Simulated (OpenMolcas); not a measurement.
# C: effect of the basis set

```
Program             : OpenMolcas
Method              : RASSCF
Active space        : 4 electrons in 9 orbitals (RAS2 2s 2p; RAS3 3d, at most 2 electrons)
State averaging     : 2S+1 = 3 even, 3 roots; 2S+1 = 1 even, 6 roots; 2S+1 = 5 odd, 1 root; 2S+1 = 3 odd, 8 roots
Spin-orbit coupling : state interaction with AMFI integrals over the reference wave functions, term energies averaged over their components
```

A. ANO-RCC-VTZP [4s3p2d1f], DKH2, point nucleus; cost roughly 24 core-seconds
B. ANO-R2 [4s4p2d1f], X2C, finite nucleus; cost about 30 core-seconds
C. ANO-RCC-VQZP [5s4p3d2f1g], DKH2, point nucleus; cost of the order of 40 core-seconds
D. ANO-RCC [8s8p4d3f2g], DKH2, point nucleus; cost about 50 core-seconds

Energies in cm⁻¹ above 2s² 2p² ³P₀, the measured ground level; measured values from NIST Handbook of Basic Atomic Spectroscopic Data.

```
      Level      A      B      C      D  Measured
2s² 2p² ³P₀    0.0    0.0    0.0    0.0       0.0
2s² 2p² ³P₁   15.1   14.8   15.0   15.0      16.4
2s² 2p² ³P₂   45.0   44.1   44.9   44.9      43.4
2s² 2p² ¹D₂  12676  12661  12666  12667     10193
2s² 2p² ¹S₀  26414  26317  26367  26363     21648
2s 2p³ ⁵S°₂  30272  30290  30275  30282     33735
2s 2p³ ³D°₁  66651  66708  66599  66598     64090
2s 2p³ ³D°₂  66651  66708  66599  66599     64091
2s 2p³ ³D°₃  66652  66709  66600  66599     64087
2s 2p³ ³P°₂  81483  81489  81435  81437     75255
2s 2p³ ³P°₁  81483  81489  81435  81437     75254
2s 2p³ ³P°₀  81483  81489  81435  81437     75256
```

Deviations, from unrounded energies. A percentage is the sum of absolute deviations over the sum of measured energies, with the sign that they share, or ± where signs differ.

```json
{"Against measurement": "mean absolute deviation (cm-1)", "Levels": "11", "A": "3400", "B": "3400", "C": "3300", "D": "3300"}
{"Against measurement": "fine structure of the ground term (%)", "Levels": "2", "A": "±4.9", "B": "±4.0", "C": "±4.8", "D": "±4.8"}
{"Against measurement": "other terms of the ground configuration (%)", "Levels": "2", "A": "+22.8", "B": "+22.4", "C": "+22.6", "D": "+22.6"}
{"Against measurement": "other configurations (%)", "Levels": "7", "A": "±6.6", "B": "±6.6", "C": "±6.5", "D": "±6.5"}
```

A, B, C, D lie about equally close to measurement. The largest miss of D in the table is 2s 2p³ ³P°₁, by +6200 cm-1. The ranking rests on the paired levels alone, and a cruder setting can come out closer through cancelling errors.

Among A to D the level of the table that moves most is 2s 2p³ ³D°₁, by 110 cm-1 (lowest in D, highest in B).

Without dynamic correlation excited terms often stand tens of per cent too high (terms of higher spin than the ground term too low), and those without a measured partner can miss by more than the paired ones. Active for correlation alone: 3d; no level in the range computed is led by a configuration that fills it, so any true level of that kind is missing. Computed and measured levels are paired by configuration, term and J; levels that our copy of the source lacks, or whose pairing is in doubt (as where it misses far off the trend of its configuration), stay unpaired and out of the deviations. Only configurations of the active space appear.

° marks odd parity.
